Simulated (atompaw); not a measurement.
# C PAW (atompaw): all-electron and pseudo phase curves

atompaw 4.2.0.5 input, output lines left out:

```
C 6
GGA-PBE scalarrelativistic loggrid 1500 logderivrange -6 5 276
2 2 0 0 0 0
2 0 1
2 1 0
0 0 0
c
v
v
2
2.95 2.45 2.80 2.25
y
-3.8
n
y
-3.15
n
y
-0.15
y
1.95
n
modrrkj vanderbiltortho besselshape
3 -0.5 ultrasoft
2.95
2.95
2.60
2.95
2.95
2.95
```

The phase is arctan(r·u′/u) with u = r·R(r), unwrapped; energies in Ry, scanned from -6 to 5 Ry. A pole is an energy at which the radial function vanishes at the test radius. The pseudo phase is shifted by a multiple of π to meet the all-electron one at the reference energy, and phase errors are pseudo minus all-electron; the curves can meet again beyond the range given. Levels narrower than the energy grid can be missing from the lists of poles.

Problem. For each channel, where are the poles, and over which energies does the pseudopotential scatter like the atom?

Solution.

```
channel  radius (bohr)  reference energy (Ry)  poles, all-electron  poles, pseudo  unbroken range about the reference energy with phases within 0.05 rad  phase error 1 Ry above the reference energy (rad)
      s           2.96                  -4.12          -4.07, 0.51   -4.07, -1.03                                                             below -2.4                                             -0.002
      p           2.96                  -3.54          -3.48, 0.44    -3.48, 1.01                                                             below -1.6                                             +0.001
      d           2.96                  -0.15          -0.36, 4.26    -0.36, 4.35                                                        the whole range                                             +0.001
```

Phases in the s channel:

```json
{"E (Ry)": "-6.00", "all-electron": "1.391", "pseudo": "1.389"}
{"E (Ry)": "-5.76", "all-electron": "1.383", "pseudo": "1.382"}
{"E (Ry)": "-5.52", "all-electron": "1.375", "pseudo": "1.374"}
{"E (Ry)": "-5.28", "all-electron": "1.364", "pseudo": "1.363"}
{"E (Ry)": "-5.04", "all-electron": "1.351", "pseudo": "1.350"}
{"E (Ry)": "-4.80", "all-electron": "1.332", "pseudo": "1.331"}
{"E (Ry)": "-4.56", "all-electron": "1.298", "pseudo": "1.298"}
{"E (Ry)": "-4.32", "all-electron": "1.183", "pseudo": "1.182"}
{"E (Ry)": "-4.08", "all-electron": "-1.544", "pseudo": "-1.544"}
{"E (Ry)": "-3.84", "all-electron": "-1.741", "pseudo": "-1.741"}
{"E (Ry)": "-3.60", "all-electron": "-1.789", "pseudo": "-1.789"}
{"E (Ry)": "-3.36", "all-electron": "-1.823", "pseudo": "-1.823"}
{"E (Ry)": "-3.12", "all-electron": "-1.856", "pseudo": "-1.858"}
{"E (Ry)": "-2.88", "all-electron": "-1.894", "pseudo": "-1.900"}
{"E (Ry)": "-2.64", "all-electron": "-1.943", "pseudo": "-1.960"}
{"E (Ry)": "-2.40", "all-electron": "-2.011", "pseudo": "-2.056"}
{"E (Ry)": "-2.16", "all-electron": "-2.115", "pseudo": "-2.253"}
{"E (Ry)": "-1.92", "all-electron": "-2.294", "pseudo": "-2.811"}
{"E (Ry)": "-1.68", "all-electron": "-2.639", "pseudo": "-3.937"}
{"E (Ry)": "-1.44", "all-electron": "-3.268", "pseudo": "-4.449"}
{"E (Ry)": "-1.20", "all-electron": "-3.894", "pseudo": "-4.638"}
{"E (Ry)": "-0.96", "all-electron": "-4.237", "pseudo": "-4.738"}
{"E (Ry)": "-0.72", "all-electron": "-4.415", "pseudo": "-4.806"}
{"E (Ry)": "-0.48", "all-electron": "-4.519", "pseudo": "-4.862"}
{"E (Ry)": "-0.24", "all-electron": "-4.588", "pseudo": "-4.915"}
{"E (Ry)": "0.00", "all-electron": "-4.638", "pseudo": "-4.971"}
{"E (Ry)": "0.24", "all-electron": "-4.677", "pseudo": "-5.036"}
{"E (Ry)": "0.48", "all-electron": "-4.709", "pseudo": "-5.119"}
{"E (Ry)": "0.72", "all-electron": "-4.737", "pseudo": "-5.234"}
{"E (Ry)": "0.96", "all-electron": "-4.764", "pseudo": "-5.408"}
{"E (Ry)": "1.20", "all-electron": "-4.789", "pseudo": "-5.688"}
{"E (Ry)": "1.44", "all-electron": "-4.815", "pseudo": "-6.121"}
{"E (Ry)": "1.68", "all-electron": "-4.843", "pseudo": "-6.624"}
{"E (Ry)": "1.92", "all-electron": "-4.876", "pseudo": "-7.008"}
{"E (Ry)": "2.16", "all-electron": "-4.915", "pseudo": "-7.245"}
{"E (Ry)": "2.40", "all-electron": "-4.966", "pseudo": "-7.393"}
{"E (Ry)": "2.64", "all-electron": "-5.040", "pseudo": "-7.490"}
{"E (Ry)": "2.88", "all-electron": "-5.156", "pseudo": "-7.558"}
{"E (Ry)": "3.12", "all-electron": "-5.368", "pseudo": "-7.608"}
{"E (Ry)": "3.36", "all-electron": "-5.817", "pseudo": "-7.647"}
{"E (Ry)": "3.60", "all-electron": "-6.581", "pseudo": "-7.678"}
{"E (Ry)": "3.84", "all-electron": "-7.138", "pseudo": "-7.703"}
{"E (Ry)": "4.08", "all-electron": "-7.399", "pseudo": "-7.724"}
{"E (Ry)": "4.32", "all-electron": "-7.534", "pseudo": "-7.742"}
{"E (Ry)": "4.56", "all-electron": "-7.615", "pseudo": "-7.758"}
{"E (Ry)": "4.80", "all-electron": "-7.669", "pseudo": "-7.771"}
```
